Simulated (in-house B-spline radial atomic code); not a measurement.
Radial electron density of the sulfur ion S⁴⁺, [Ne] 3s1 6p1. Level of theory: Dirac-Hartree-Fock, average of configuration, Fermi nucleus of rms radius 3.2611 fm; calculated with a radial B-spline atomic code at the basis-set limit.

Columns: r (bohr), 4πr²n(r) (electrons per bohr), bar.

```
 0.00366   0.4168 #
 0.00454   0.6218 #
 0.00563   0.9207 ##
 0.00698    1.351 ###
 0.00866    1.966 #####
  0.0107    2.804 #######
  0.0133    3.976 ##########
  0.0165    5.509 #############
  0.0205    7.466 ##################
  0.0254    9.782 ########################
  0.0315    12.37 ##############################
   0.039    14.92 ####################################
  0.0484    17.07 #########################################
    0.06    18.28 ############################################
  0.0744    18.13 ############################################
  0.0922    16.61 ########################################
   0.114    14.32 ##################################
   0.142    12.31 ##############################
   0.176    11.94 #############################
   0.218     13.5 #################################
    0.27    16.01 #######################################
   0.335    17.49 ##########################################
   0.416    16.23 #######################################
   0.515     12.3 ##############################
   0.639    7.365 ##################
   0.792    3.577 #########
   0.982    1.731 ####
    1.22    1.147 ###
    1.51   0.8286 ##
    1.87   0.4577 #
    2.32    0.202 
    2.88  0.07323 
    3.57 0.002662 
    4.43  0.06576 
    5.49  0.06914 
    6.81 0.003855 
    8.44   0.1549 
    10.5   0.1624 
      13  0.03936 
    16.1 0.002439 
    19.9 3.495e-05 
    24.7 7.655e-08 
    30.7 9.456e-14
```

On this grid the curve has 4 maxima, near 0.06, 0.335, 5.49, 10.5 bohr.

The 6p1/2 radial function P(r) = rR(r), positive near the nucleus, with its small component Q(r) (sign convention: Q ≈ (P' + κP/r)/2c):

| r (bohr) | P | Q |
| --- | --- | --- |
| 0.00563 | 0.0004366 | 0.0007496 |
| 0.00866 | 0.0009694 | 0.001113 |
| 0.0133 | 0.002145 | 0.001622 |
| 0.0205 | 0.004722 | 0.00231 |
| 0.0315 | 0.01009 | 0.003149 |
| 0.0484 | 0.02068 | 0.004034 |
| 0.0744 | 0.03974 | 0.004692 |
| 0.114 | 0.06874 | 0.004671 |
| 0.176 | 0.1021 | 0.003491 |
| 0.27 | 0.1145 | 0.001196 |
| 0.416 | 0.06503 | -0.001303 |
| 0.639 | -0.064 | -0.002403 |
| 0.982 | -0.1846 | -0.001074 |
| 1.51 | -0.07415 | 0.001363 |
| 2.32 | 0.2232 | 0.0009567 |
| 3.57 | -0.001129 | -0.001327 |
| 5.49 | -0.2622 | 0.0003908 |
| 8.44 | 0.3944 | 0.0005594 |
| 13 | 0.1978 | -0.0002154 |
| 19.9 | 0.005874 | -1.19e-05 |
